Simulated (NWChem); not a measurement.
Molecule: CH3FMg; SMILES [CH3][Mg][F]

Program: NWChem. Pople sets run with spherical d functions. All runs use the structure optimised with PBE0/def2-SVP. Ions are spin-unrestricted doublets at the neutral geometry; other ion states weren't tried.

```tsv
level	vertical ionisation energy, ΔSCF (eV)	−ε(HOMO) (eV)	ΔSCF minus −ε(HOMO) (eV)
B3LYP/6-31+G*	10.11	7.40	2.71
LDA (Slater exchange, VWN5)/6-31+G*	10.20	6.57	3.63
PBE0/6-31+G*	10.03	7.59	2.44
M06-2X/6-31+G*	?	?	?
```

### Question
What belongs in the gaps?

### Answer

- M06-2X/6-31+G*, vertical ionisation energy, ΔSCF (eV): 10.18
- M06-2X/6-31+G*, −ε(HOMO) (eV): 8.80
- M06-2X/6-31+G*, ΔSCF minus −ε(HOMO) (eV): 1.38
